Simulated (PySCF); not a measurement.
## Hf⁴⁶⁺: ionisation energy

Hf⁴⁶⁺ [Ar] 3d8 (3F) → Hf⁴⁷⁺ [Ar] 3d7 (4F), as a difference of total energies. Calculation: PySCF 2.14, in an uncontracted even-tempered set (16 s from 10 bohr⁻², ratio 2.5; 11 p from 13 bohr⁻², ratio 2.5; 7 d from 13 bohr⁻², ratio 2.5; 4 f from 53 bohr⁻², ratio 2.7; 3 g from 80 bohr⁻², ratio 2.7); no relativity, point nucleus. Correlated levels: outer shells: [Ne] frozen; virtual orbitals above 40 to 60 times the deepest correlated orbital energy dropped. The calculations carry no spin-orbit coupling.

```tsv
method	ionisation energy (eV)
UHF	4000.3
LDA	4000.5
PBE	4000.5
PBE0	4001.0
r2SCAN	4002.3
B2PLYP	4001.2
MN15	4000.2
MP2 (outer shells)	4001.7
SCS-MP2 (outer shells)	4001.7
```

Spin-orbit coupling is strong in these open shells (close to jj coupling). The scalar numbers leave it out and a first-order estimate fails, so it can dominate the gap to the real levels.

The gap to the reference is mostly relativistic.

For comparison: 3984 ± 4 eV (theoretical estimate listed by NIST; NIST Atomic Spectra Database, ionization energies).
